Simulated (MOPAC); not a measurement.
Job for MOPAC: PM7 on CH3GaO (a complex), monomers drawn apart or pushed together.

```
PM7 1SCF PRECISE CHARGE=0 THREADS=1
CH3GaO

Ga    -0.00309405 1     0.02588828 1     0.25572175 1
H     -0.00894275 1     1.57422169 1     0.25287382 1
H      1.33759315 1    -0.73686005 1     0.11897546 1
H     -1.34142950 1    -0.74884788 1     0.17076386 1
C      0.08698056 1    -0.16073167 1     4.22948133 1
O      0.05759131 1    -0.10784159 1     3.10875229 1
```

It printed:

```
*******************************************************************************
 **                                                                           **
 **                              MOPAC v23.2.5                                **
 **                                                                           **
 *******************************************************************************
 ** MOPAC's Digital Object Identifier: https://doi.org/10.5281/zenodo.6511958 **
 **                                                                           **
 ** Please cite the open-source release paper for use of this MOPAC version:  **
 ** J. E. Moussa and J. J. P. Stewart (2026)                                  **
 ** MOPAC: An open-source semiempirical molecular orbital program             **
 ** J. Open Source Softw., 11(119), 8025, https://doi.org/10.21105/joss.08025 **
 *******************************************************************************

                              PM7 CALCULATION RESULTS

 *******************************************************************************
 *  PM7        - The PM7 Hamiltonian to be used
 *
 *
 *
 *                 CHARGE ON SYSTEM = 0
 *
 *
 *
 *  PRECISE    - TIGHTER CRITERIA TO BE USED
 *  1SCF       - DO 1 SCF AND THEN STOP
 *  THREADS=1  - MULTI-THREADING NOT USED
 *  T=         - A TIME OF 172800.0 SECONDS REQUESTED
 *  DUMP=N     - RESTART FILE WRITTEN EVERY 7200.0 SECONDS REQUESTED
 *******************************************************************************
PM7 1SCF PRECISE CHARGE=0 THREADS=1
 CH3GaO

   ATOM   CHEMICAL          X               Y               Z
  NUMBER   SYMBOL      (ANGSTROMS)     (ANGSTROMS)     (ANGSTROMS)

     1      Ga         -0.00309405  *   0.02588828  *   0.25572175  *
     2       H         -0.00894275  *   1.57422169  *   0.25287382  *
     3       H          1.33759315  *  -0.73686005  *   0.11897546  *
     4       H         -1.34142950  *  -0.74884788  *   0.17076386  *
     5       C          0.08698056  *  -0.16073167  *   4.22948133  *
     6       O          0.05759131  *  -0.10784159  *   3.10875229  *



          CARTESIAN COORDINATES

    NO.       ATOM           X           Y           Z

     1        Ga         -0.0031      0.0259      0.2557
     2         H         -0.0089      1.5742      0.2529
     3         H          1.3376     -0.7369      0.1190
     4         H         -1.3414     -0.7488      0.1708
     5         C          0.0870     -0.1607      4.2295
     6         O          0.0576     -0.1078      3.1088

 General Reference for PM7:
 "Optimization of Parameters for Semiempirical Methods VI: More Modifications to the
 NDDO Approximations and Re-optimization of Parameters", J. J. P. Stewart, J. Mol. Mod., 1:32, 19 (2013)
 https://link.springer.com/article/10.1007/s00894-012-1667-x

           Empirical Formula: C H3 O Ga  =     6 atoms



      MOLECULAR POINT GROUP   :   C3v


      RHF CALCULATION, NO. OF DOUBLY OCCUPIED LEVELS = 8


 -------------------------------------------------------------------------------
 PM7 1SCF PRECISE CHARGE=0 THREADS=1
 CH3GaO



     1SCF WAS SPECIFIED, SO BFGS WAS NOT USED
     SCF FIELD WAS ACHIEVED


                              PM7 CALCULATION
                                                       MOPAC v23.2.5 Linux




          FINAL HEAT OF FORMATION =        -11.02541 KCAL/MOL =     -46.13031 KJ/MOL


          COSMO AREA              =        110.28 SQUARE ANGSTROMS
          COSMO VOLUME            =         89.09 CUBIC ANGSTROMS

          IONIZATION POTENTIAL    =         10.443258 EV
          HOMO LUMO ENERGIES (EV) =        -10.443  1.468
          NO. OF FILLED LEVELS    =          8
          MOLECULAR WEIGHT        =        100.7691         POINT GROUP:  C3v

          MOLECULAR DIMENSIONS (Angstroms)

            Atom       Atom       Distance
            C     5    H     4     4.34274
            H     2    H     3     2.67809
            H     2    H     4     2.16660


          SCF CALCULATIONS        =          1





   ATOM   CHEMICAL          X               Y               Z
  NUMBER   SYMBOL      (ANGSTROMS)     (ANGSTROMS)     (ANGSTROMS)

     1      Ga         -0.00309405  *   0.02588828  *   0.25572175  *
     2       H         -0.00894275  *   1.57422169  *   0.25287382  *
     3       H          1.33759315  *  -0.73686005  *   0.11897546  *
     4       H         -1.34142950  *  -0.74884788  *   0.17076386  *
     5       C          0.08698056  *  -0.16073167  *   4.22948133  *
     6       O          0.05759131  *  -0.10784159  *   3.10875229  *

                             CARTESIAN COORDINATES

   1   Ga       -0.003094050     0.025888280     0.255721750
   2    H       -0.008942750     1.574221690     0.252873820
   3    H        1.337593150    -0.736860050     0.118975460
   4    H       -1.341429500    -0.748847880     0.170763860
   5    C        0.086980560    -0.160731670     4.229481330
   6    O        0.057591310    -0.107841590     3.108752290


           Empirical Formula: C H3 O Ga  =     6 atoms



      MOLECULAR POINT GROUP   :   C3v


                  EIGENVALUES
 -33.47698 -20.30368 -19.25993 -15.66572 -15.66571 -12.54681 -10.44494 -10.44326
   1.46789   1.46790   1.61874   3.92453   3.92587   5.42465   6.46528


              NET ATOMIC CHARGES AND DIPOLE CONTRIBUTIONS

  ATOM NO.   TYPE          CHARGE      No. of ELECS.   s-Pop       p-Pop
    1         Ga          -0.044415        3.0444     1.19018     1.85423
    2          H           0.011684        0.9883     0.98832
    3          H           0.011625        0.9884     0.98837
    4          H           0.011788        0.9882     0.98821
    5          C           0.459446        3.5406     1.78443     1.75613
    6          O          -0.450128        6.4501     1.81675     4.63338
 DIPOLE           X         Y         Z       TOTAL
 POINT-CHG.     0.066    -0.122     2.588     2.592
 HYBRID        -0.038     0.068    -1.425     1.427
 SUM            0.028    -0.055     1.164     1.165


          ATOMIC ORBITAL ELECTRON POPULATIONS

     Atom    s        px        py        pz
    1 Ga   1.19018   0.92181   0.92022   0.01220
    2  H   0.98832
    3  H   0.98837
    4  H   0.98821
    5  C   1.78443   0.43751   0.43820   0.88041
    6  O   1.81675   1.56277   1.56268   1.50793

 **********************
 *                    *
 * JOB ENDED NORMALLY *
 *                    *
 **********************




 == MOPAC DONE ==
```

The run finished.

Cost: roughly 0.020 core-seconds.
